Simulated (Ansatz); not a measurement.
System: sum formula BNH (charge 0, doublet). It need not be the lowest isomer of its formula. SMILES: [N]=B
Structure (B3LYP-D3(BJ)/def2-TZVP (Ansatz, a quantum-chemistry and plane-wave program) minimum search):
```xyz
3

B      0.0000     0.0000    -0.6130
N      0.0000     0.0000     0.6925
H      0.0000     0.0000    -1.7820
```
Charge 0, spin multiplicity 2.

Quantity: atomisation energy (electronic, to ground-state atoms), in kcal/mol. Correlated levels leave the core frozen unless marked. UHF or UKS for open shells. No spin-orbit coupling. Non-relativistic unless marked X2C. The coupled-cluster limit lacks core correlation, which all-electron functionals hold. CBS marks a two-point X^-3 extrapolation of the correlation energy; Hartree-Fock from the larger set.

| level | program | atomisation energy (kcal/mol) |
|---|---|---|
| PBE0-D3(BJ)/def2-TZVPD | Ansatz + dftd3 | … |
| PBE0-D4/def2-TZVP | Ansatz + dftd4 | 220.9 |
| HSE06-D3(BJ)/def2-TZVPD | Ansatz + dftd3 | … |
| B2GP-PLYP-D3(BJ)/def2-TZVPD | Ansatz + dftd3 | 217.3 |
| SCS-MP2/aug-cc-pVTZ | Ansatz | 213.5 |
| SCS-MP2/aug-cc-pVQZ | Ansatz | 218.8 |
| CCSD/def2-QZVPP | Ansatz | 206.4 |
| CCSD/def2-QZVPPD | Ansatz | 206.4 |
| X2C-CCSD(T)/cc-pVTZ-DK | Ansatz | 206.2 |
| CCSDT/cc-pVDZ | Ansatz | 191.8 |
| CCSD(T)/CBS(aug-cc-pVTZ,aug-cc-pVQZ) | Ansatz | … |

Task: Fill in the missing entries.

Result: 
- PBE0-D3(BJ)/def2-TZVPD, atomisation energy (kcal/mol): 221.1
- HSE06-D3(BJ)/def2-TZVPD, atomisation energy (kcal/mol): 221.3
- CCSD(T)/CBS(aug-cc-pVTZ,aug-cc-pVQZ), atomisation energy (kcal/mol): 215.2
